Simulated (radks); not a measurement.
Results of a calculation; reference values are marked as such.
How relativity changes the ionisation of neutral tantalum ([Xe] 4f14 5d3 6s2) to Ta+ ([Xe] 4f14 5d3 6s1). Spin-unpolarised spherical Kohn-Sham, BLYP, point nucleus unless stated (finite: rms radius 5.3507 fm), a radial shooting solver on a logarithmic mesh with Libxc functionals. A level marked "c x" has the speed of light scaled by that factor and shares open shells by 2j + 1; other Dirac levels either fill j = l - 1/2 first or share by 2j + 1.

| level | E(Ta) (hartree) | E(Ta+) (hartree) | IE (eV) | HOMO | <r> HOMO (bohr) |
|---|---|---|---|---|---|
| non-rel. | -14804.2845 | -14804.0155 | 7.321 | 6s | 3.644 |
| scalar-rel. | -15605.4940 | -15605.1856 | 8.394 | 5d | 2.263 |
| scalar-rel., finite nucleus | -15603.2176 | -15602.9092 | 8.391 | 5d | 2.263 |
| Dirac, 2j+1 shares | -15626.8409 | -15626.5324 | 8.396 | 5d5/2 | 2.313 |
| Dirac, low j first | -15626.8790 | -15626.5740 | 8.300 | 5d3/2 | 2.224 |
| Dirac, 2j+1 shares, finite nucleus | -15624.5442 | -15624.2357 | 8.394 | 5d5/2 | 2.312 |
| Dirac, c x 1.25 | -15301.0721 | -15300.7802 | 7.944 | 5d5/2 | 2.243 |
| Dirac, c x 1.5 | -15139.3390 | -15139.0548 | 7.732 | 5d5/2 | 2.208 |
| Dirac, c x 3 | -14884.2252 | -14883.9527 | 7.416 | 5d5/2 | 2.155 |

NIST Atomic Spectra Database: 7.550 eV (measured). The relativistic part of the total energy of Ta is -820.3 hartree (Dirac, 2j+1 shares, finite nucleus), 5.5 % of the non-relativistic value. Spin polarisation and multiplet splitting of open shells are left out at every level.

Beside tabulated values, note that relativity, absent from the non-relativistic runs, is large for the heavy elements, and spin-unpolarised runs miss the spin-polarisation part of the exchange energy of open shells.
